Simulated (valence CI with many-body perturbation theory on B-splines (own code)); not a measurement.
## E1 line list for Pt LXIV

Computed by valence CI with perturbative core correlation (CI+MBPT): five valence electrons over a frozen Dirac-Fock core [Ne], a basis of 11 s, 11 p, 10 d, 8 f, 5 g, 2 h functions for each j, with the one-electron correlation potential Σ1 (screened to all orders), the two-electron term Σ2, the three-electron term Σ3, Breit, model QED; selected single and double excitations, second order for the rest, scaled by the run's own slope (own B-spline code, finite nucleus).

No measured spectrum was set against this ion. As an estimate, large intervals hold to a few tenths of a per cent, small ones and those within an open d or f shell to about a per cent. Among the levels kept, up to 3100 cm⁻¹ of a level comes from second order outside the variational space, and about a tenth of that is noise between levels of different J, which matters for small intervals.

Lines 201 to 250 of 581 in falling wavelength, among levels below 1627.8 eV, chosen from the strongest by gf and those to the six lowest levels. Wavelengths and rates use the calculated energies. Electric multipoles are in the length gauge, E1 and E2 with the static RPA response of the core. Weak lines are less certain than strong ones. Lines between different terms over intervals too small for the method are left out, as are lines whose strength nearly cancels. The highest levels of a list are the least certain.

Levels are named by their leading jj configuration (3d3/2^4 stands for four electrons in 3d with j = 3/2), which in mixed levels can hold well under half, so a name can repeat and another be missing. Letters in brackets count levels of one name in rising energy.

```tsv
λ vac (Å)	Upper	Lower	A (s⁻¹)	S (a.u.)
32.36	(3s 3p1/2 3p3/2^2 3d5/2) J=3/2 [e]	(3s 3p1/2 3p3/2^3) J=1/2	7.83e+11	5.24e-02
32.30	(3s^2 3p1/2 3p3/2 3d5/2) J=3/2 [b]	(3s^2 3p1/2 3p3/2^2) J=5/2	7.72e+10	5.14e-03
32.24	(3s 3p1/2 3p3/2^2 3d5/2) J=5/2 [e]	(3s 3p1/2 3p3/2^3) J=5/2	3.89e+11	3.86e-02
32.20	(3s^2 3p1/2 3p3/2 3d5/2) J=5/2 [b]	(3s^2 3p1/2 3p3/2^2) J=3/2	7.39e+11	7.31e-02
32.20	(3s^2 3p1/2 3d5/2^2) J=3/2	(3s^2 3p1/2 3p3/2 3d5/2) J=3/2 [a]	5.37e+11	3.54e-02
32.19	(3s^2 3p3/2^2 3d5/2) J=5/2 [b]	(3s^2 3p3/2^3) J=3/2	1.01e+12	1.00e-01
32.12	(3s^2 3p3/2 3d3/2 3d5/2) J=5/2 [c]	(3s^2 3p3/2^2 3d3/2) J=5/2	2.90e+11	2.85e-02
32.11	(3s 3p1/2^2 3d5/2^2) J=9/2	(3s 3p1/2^2 3p3/2 3d5/2) J=9/2	1.73e+11	2.82e-02
32.07	(3s^2 3p3/2 3d3/2 3d5/2) J=3/2 [c]	(3s^2 3p3/2^2 3d3/2) J=1/2	6.22e+11	4.05e-02
32.06	(3s 3p1/2^2 3d3/2 3d5/2) J=7/2 [b]	(3s 3p1/2^2 3p3/2 3d3/2) J=7/2	5.17e+10	6.73e-03
32.00	(3s 3p1/2 3p3/2^2 3d5/2) J=5/2 [c]	(3s 3p1/2 3p3/2^3) J=3/2 [a]	4.50e+11	4.37e-02
31.94	(3s^2 3p3/2 3d3/2 3d5/2) J=9/2 [b]	(3s^2 3p3/2^2 3d3/2) J=7/2	9.32e+11	1.50e-01
31.94	(3s^2 3p1/2 3d5/2^2) J=7/2	(3s^2 3p1/2 3p3/2 3d5/2) J=7/2 [a]	2.19e+11	2.82e-02
31.92	(3s 3p1/2^2 3d5/2^2) J=7/2	(3s 3p1/2^2 3p3/2 3d5/2) J=5/2 [a]	4.00e+10	5.13e-03
31.91	(3s^2 3p3/2 3d3/2 3d5/2) J=3/2 [c]	(3s^2 3p3/2^2 3d3/2) J=3/2 [a]	3.11e+11	1.99e-02
31.81	(3s 3p1/2^2 3p3/2 3d5/2) J=7/2 [b]	(3s 3p1/2^2 3p3/2^2) J=5/2	2.02e+11	2.57e-02
31.70	(3s 3p1/2^2 3d3/2 3d5/2) J=5/2 [b]	(3s 3p1/2^2 3p3/2 3d3/2) J=5/2 [a]	1.12e+11	1.06e-02
31.48	(3s^2 3p3/2 3d3/2 3d5/2) J=5/2 [d]	(3s^2 3p3/2^2 3d3/2) J=3/2 [a]	9.11e+10	8.42e-03
31.29	(3s 3p1/2 3p3/2^2 3d5/2) J=3/2 [d]	(3s 3p1/2 3p3/2^3) J=5/2	1.50e+11	9.07e-03
30.97	(3s^2 3p1/2 3p3/2 3d5/2) J=1/2	(3s^2 3p1/2 3p3/2^2) J=3/2	7.59e+10	2.23e-03
30.93	(3s^2 3p3/2 3d3/2 3d5/2) J=5/2 [d]	(3s^2 3p3/2^2 3d3/2) J=7/2	7.74e+10	6.78e-03
30.64	(3s 3p1/2 3p3/2^2 3d5/2) J=5/2 [e]	(3s 3p1/2 3p3/2^3) J=3/2 [a]	7.50e+10	6.39e-03
24.29	(3s 3p1/2^2 3p3/2 3d3/2) J=5/2 [a]	(3s^2 3p1/2^2 3d5/2) J=5/2	3.93e+08	1.67e-05
23.75	(3s 3p1/2^2 3p3/2 3d3/2) J=7/2	(3s^2 3p1/2^2 3d5/2) J=5/2	1.93e+10	1.02e-03
22.92	(3s 3p1/2^2 3p3/2 3d3/2) J=3/2 [b]	(3s^2 3p1/2^2 3d5/2) J=5/2	4.66e+09	1.11e-04
22.45	(3s 3p1/2^2 3p3/2 3d3/2) J=5/2 [b]	(3s^2 3p1/2^2 3d5/2) J=5/2	7.26e+09	2.43e-04
22.41	(3s^2 3p3/2^3) J=3/2	(3s^2 3p1/2^2 3d5/2) J=5/2	4.84e+08	1.08e-05
21.25	(3s^2 3p1/2 3d3/2^2) J=5/2	(3s^2 3p1/2^2 3d5/2) J=5/2	6.42e+08	1.82e-05
21.18	(3s 3p1/2 3p3/2^2 3d5/2) J=7/2 [a]	(3s^2 3p1/2 3p3/2 3d5/2) J=5/2 [b]	2.75e+11	1.03e-02
20.48	(3s 3p1/2 3p3/2^2 3d5/2) J=9/2 [b]	(3s^2 3p1/2 3p3/2 3d5/2) J=7/2 [b]	3.45e+11	1.46e-02
20.47	(3s 3p1/2 3p3/2^2 3d5/2) J=7/2 [a]	(3s^2 3p1/2 3p3/2 3d5/2) J=5/2 [a]	1.04e+11	3.51e-03
20.26	(3s 3p1/2 3p3/2^2 3d3/2) J=5/2 [b]	(3s^2 3p1/2 3p3/2 3d3/2) J=3/2 [b]	3.64e+11	8.97e-03
20.18	(3s 3p1/2 3p3/2^3) J=3/2 [a]	(3s^2 3p1/2 3p3/2^2) J=1/2	4.14e+10	6.72e-04
20.05	(3s 3p1/2 3p3/2^2 3d5/2) J=9/2 [a]	(3s^2 3p1/2 3p3/2 3d5/2) J=7/2 [a]	6.98e+11	2.77e-02
20.01	(3s 3p1/2 3p3/2^2 3d3/2) J=1/2 [a]	(3s^2 3p1/2 3p3/2 3d3/2) J=1/2 [a]	9.14e+11	7.23e-03
19.97	(3s 3p1/2 3p3/2^2 3d3/2) J=5/2 [a]	(3s^2 3p1/2 3p3/2 3d3/2) J=3/2 [a]	4.06e+11	9.57e-03
19.95	(3s 3p1/2 3p3/2 3d3/2^2) J=7/2 [a]	(3s^2 3p1/2 3d3/2^2) J=5/2	1.56e+11	4.90e-03
19.89	(3s 3p1/2 3p3/2^2 3d3/2) J=3/2 [c]	(3s^2 3p1/2 3p3/2 3d3/2) J=1/2 [b]	4.61e+11	7.17e-03
19.89	(3s 3p1/2 3p3/2^2 3d5/2) J=7/2 [a]	(3s^2 3p1/2 3p3/2 3d5/2) J=7/2 [a]	5.75e+11	1.79e-02
19.85	(3s 3p1/2 3p3/2^2 3d3/2) J=7/2 [b]	(3s^2 3p1/2 3p3/2 3d3/2) J=5/2 [b]	3.89e+11	1.20e-02
19.84	(3s 3p1/2 3p3/2^2 3d3/2) J=5/2 [a]	(3s^2 3p1/2 3p3/2 3d3/2) J=5/2 [a]	2.53e+11	5.85e-03
19.73	(3s 3p1/2 3p3/2^2 3d3/2) J=5/2 [c]	(3s^2 3p1/2 3p3/2 3d3/2) J=3/2 [b]	1.54e+11	3.50e-03
19.72	(3s 3p1/2^2 3p3/2 3d3/2) J=5/2 [a]	(3s^2 3p1/2^2 3d3/2) J=3/2	6.75e+09	1.53e-04
19.67	(3s 3p1/2 3p3/2^2 3d5/2) J=11/2	(3s^2 3p1/2 3p3/2 3d5/2) J=9/2	5.67e+11	2.56e-02
19.67	(3s 3p1/2 3p3/2 3d3/2^2) J=3/2 [a]	(3s 3p1/2^2 3p3/2 3d3/2) J=3/2 [b]	3.35e+11	5.04e-03
19.65	(3s 3p1/2^2 3p3/2 3d3/2) J=3/2 [a]	(3s^2 3p1/2^2 3d3/2) J=3/2	7.27e+10	1.09e-03
19.65	(3s 3p1/2 3p3/2^3) J=3/2 [a]	(3s^2 3p1/2 3p3/2^2) J=5/2	6.24e+10	9.35e-04
19.64	(3s 3p1/2 3p3/2^2 3d5/2) J=7/2 [b]	(3s^2 3p1/2 3p3/2 3d5/2) J=5/2 [b]	1.95e+11	5.83e-03
19.62	(3s^2 3p1/2 3d3/2^2) J=3/2	(3s^2 3p1/2^2 3d5/2) J=5/2	3.28e+10	4.90e-04
19.62	(3s 3p1/2 3p3/2^2 3d5/2) J=9/2 [b]	(3s^2 3p1/2 3p3/2 3d5/2) J=9/2	4.23e+11	1.58e-02
```
